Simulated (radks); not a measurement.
Results of a calculation; reference values are marked as such.
Effect of the nuclear size on the erbium ion Er+, [Xe] 4f12 6s1. Level of theory: Dirac Kohn-Sham, PBE, spin-unpolarised, spherical densities, finite nucleus; open shells fill j = l - 1/2 first; Fermi nuclear charge, rms radius 5.2516 fm (a radial shooting solver on a logarithmic mesh with Libxc functionals). The rms radius is varied about that value; shifts are against it.

rms radius (fm) = 4.3903: total energy shift (eV) -9.74; density at nucleus (e/bohr^3) 9.192e+05; 1s1/2 shift (meV) -3990; 2s1/2 shift (meV) -533; 4p1/2 shift (meV) 0.187; 5s1/2 shift (meV) -4.18; 5p1/2 shift (meV) 0.247; 6s1/2 shift (meV) -0.336; 6p1/2 (empty) shift (meV) 0.093
rms radius (fm) = 4.7685: total energy shift (eV) -5.61; density at nucleus (e/bohr^3) 8.975e+05; 1s1/2 shift (meV) -2300; 2s1/2 shift (meV) -307; 4p1/2 shift (meV) 0.108; 5s1/2 shift (meV) -2.41; 5p1/2 shift (meV) 0.143; 6s1/2 shift (meV) -0.194; 6p1/2 (empty) shift (meV) 0.054
rms radius (fm) = 5.2516: total energy shift (eV) 0; density at nucleus (e/bohr^3) 8.728e+05; 1s1/2 shift (meV) 0.000; 2s1/2 shift (meV) 0.000; 4p1/2 shift (meV) 0.000; 5s1/2 shift (meV) 0.000; 5p1/2 shift (meV) 0.000; 6s1/2 shift (meV) 0.000; 6p1/2 (empty) shift (meV) 0.000
rms radius (fm) = 5.5089: total energy shift (eV) 3.15; density at nucleus (e/bohr^3) 8.608e+05; 1s1/2 shift (meV) 1290; 2s1/2 shift (meV) 172; 4p1/2 shift (meV) -0.060; 5s1/2 shift (meV) 1.35; 5p1/2 shift (meV) -0.080; 6s1/2 shift (meV) 0.109; 6p1/2 (empty) shift (meV) -0.030
rms radius (fm) = 5.9133: total energy shift (eV) 8.31; density at nucleus (e/bohr^3) 8.433e+05; 1s1/2 shift (meV) 3400; 2s1/2 shift (meV) 454; 4p1/2 shift (meV) -0.157; 5s1/2 shift (meV) 3.57; 5p1/2 shift (meV) -0.211; 6s1/2 shift (meV) 0.287; 6p1/2 (empty) shift (meV) -0.079

Slopes of the eigenvalues against <r^2> in GHz/fm^2, as finite differences over the two radii next to the reference (eigenvalue slopes, not the field-shift constants of lines): 1s1/2 114000, 2s1/2 15200, 4p1/2 -5.32, 5s1/2 120, 5p1/2 -7.07, 6s1/2 9.61, 6p1/2 (empty) -2.65.
